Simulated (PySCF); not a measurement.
Bond length, frequency and bond energy of MgPb by level of theory

State: ³Σ⁻ (triplet), unpaired electrons π ↑↑. Set-up: basis Mg def2-SVP, Pb def2-SVP with ECP60; scalar-relativistic core potentials; PySCF 2.14. De refers to Mg + Pb in their high-spin ground configurations, without counterpoise correction. The functionals are run spin-unrestricted. A positive dipole means Mg(−)Pb(+). Levels whose curve was spin-contaminated or gave no clean fit are not listed.

```csv
Level,Re (Å),ωe (cm⁻¹),De (eV),μ (D),"CPU s a point (SCF and correlation, without the integrals)"
ROHF,3.145,100,0.158,-2.52,0.063
ROHF-MP2,2.848,195,0.63,n/a,0.14
ROHF-SCS-MP2,2.895,175,0.495,n/a,n/a
ROHF-CCSD,2.904,181,0.54,n/a,n/a
ROHF-CCSD(T),2.881,192,0.63,n/a,5.4
PBE,2.833,204,0.95,-2.28,0.55
B3LYP,2.859,189,0.69,-2.51,0.65
PBE0,2.833,202,0.85,-2.55,0.84
M06-2X,2.878,180,0.65,-2.66,0.91
CAM-B3LYP,2.856,183,0.59,-2.67,0.88
```

(1) Which functional lies closest to ROHF-CCSD(T) in De, which farthest, and by how much do they differ from it?

(2) What does a quarter of exact exchange do here, going from PBE to PBE0?

(3) What does second-order correlation do here, going from ROHF to ROHF-MP2?

Correlated steps freeze 5 core orbitals. Correlated levels converge slowly with the basis: in double zeta they bind strong bonds too weakly, by up to about 1 eV, and carry superposition errors of some tenths. These are scalar-relativistic numbers at best; spin–orbit coupling would shift them, the dissociation energy most. UHF is strongly spin-contaminated for MgPb, so the ROHF reference used there is far from stable. The state is the lowest determinant that a PBE0 search found; another state may lie lower at other levels.

The whole job (state search and all levels along the bond) took about 2.4 min on 1 thread of Arm Neoverse V1 (shared host), peak memory 0.53 GiB.

Answers

(1) Closest is M06-2X (-0.3 pm in Re, -6.2 % in ωe, +0.02 eV in De against ROHF-CCSD(T) in the same basis), farthest PBE (-4.8 pm in Re, +6.2 % in ωe, +0.32 eV in De). CCSD(T) converges more slowly with the basis than the functionals do and binds too weakly in this one, so the order can change at the basis-set limit.

(2) PBE0 less PBE: +0.0 pm in Re, -1.0 % in ωe, -0.10 eV in De. Exact exchange removes part of the self-interaction that spreads semilocal densities, and in most molecules shortens and stiffens the bond and lowers De; here ωe goes the other way.

(3) ROHF-MP2 less ROHF: -29.7 pm in Re, +95.0 % in ωe, +0.47 eV in De. Correlation nearly always deepens the well. The bond shortens, as in weak, metallic or heavy-atom bonds, where dispersion and the correlation of outer-core electrons pull the atoms together.
